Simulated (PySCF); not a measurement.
Species: C5H7F5Si.
SMILES: `FC(C(F)(F)F)(F)C1C[SiH2]C1`

Torsions of this conformer, `[F:1][C:2]([F:3])([F:4])[C:5]([F:6])([F:7])[CH:8]1[CH2:9][SiH2:10][CH2:11]1`: F1–C2–C5–F6 -60°, C2–C5–C8–C9 177°.

The closed-shell ground state was solved at several levels (PySCF, density fitting, gas phase, non-relativistic). The structure is a single PBE0-D3(BJ)/def2-SVP conformer in the gas phase; no vibrational or solvent corrections.

```json
{"level": "PBE0/pcSseg-1", "basis functions": "229", "HOMO (eV)": "-8.60", "LUMO (eV)": "0.13", "gap (eV)": "8.73", "dipole (D)": "2.24"}
{"level": "PBE0/def2-SVPD", "basis functions": "295", "HOMO (eV)": "-8.61", "LUMO (eV)": "-0.03", "gap (eV)": "8.58", "dipole (D)": "2.35"}
```

Q: What might mPW1PW91/pcSseg-2 (501 basis functions) give for the same quantities?

A: HOMO -8.58 eV, LUMO -0.18 eV, gap 8.40 eV, dipole 2.30 D.

Q: Over all these levels, which gives the widest orbital gap and which the narrowest?

A: PBE0/pcSseg-1 (global hybrid, 25 % exact exchange) has the widest, 8.73 eV, and mPW1PW91/pcSseg-2 (global hybrid, 25 % exact exchange) the narrowest, 8.40 eV. Functional and basis both differ between the two, so the spread mixes both effects.

Q: How far do the dipole and the HOMO energy spread over the levels?

A: The dipole runs from 2.24 to 2.35 D (mean 2.30 D) and the HOMO from -8.61 to -8.58 eV.
